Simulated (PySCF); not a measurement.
## Carbon: a sound run and one with changed settings

Sound run: C⁺ [He] 2s2 2p1, C²⁺ [He] 2s2. All numbers are calculated (PySCF 2.14, scalar relativity by spin-free X2C-1e, in jorge-DZP-DKH (4s2p1d, 15 functions)). The sound run starts from symmetry-adapted Hartree-Fock orbitals and uses a fine grid where one is needed.

Changed run: initial guess sap, at most 2 SCF cycles. This setting is unsound on purpose.

```json
{"species": "C⁺", "method": "UHF", "sound run (hartree)": "-37.30641", "changed run (hartree)": "-37.30586", "converged": "no"}
{"species": "C⁺", "method": "PBE", "sound run (hartree)": "-37.38322", "changed run (hartree)": "-37.37886", "converged": "no"}
{"species": "C⁺", "method": "PBE0", "sound run (hartree)": "-37.39355", "changed run (hartree)": "-37.39276", "converged": "no"}
{"species": "C²⁺", "method": "UHF", "sound run (hartree)": "-36.41866", "changed run (hartree)": "-36.41860", "converged": "no"}
{"species": "C²⁺", "method": "PBE", "sound run (hartree)": "-36.47096", "changed run (hartree)": "-36.47093", "converged": "no"}
{"species": "C²⁺", "method": "PBE0", "sound run (hartree)": "-36.48173", "changed run (hartree)": "-36.48173", "converged": "no"}
```

The SCF was stopped early; the energies are upper bounds that still move, and correlated levels were skipped or rest on poor orbitals.
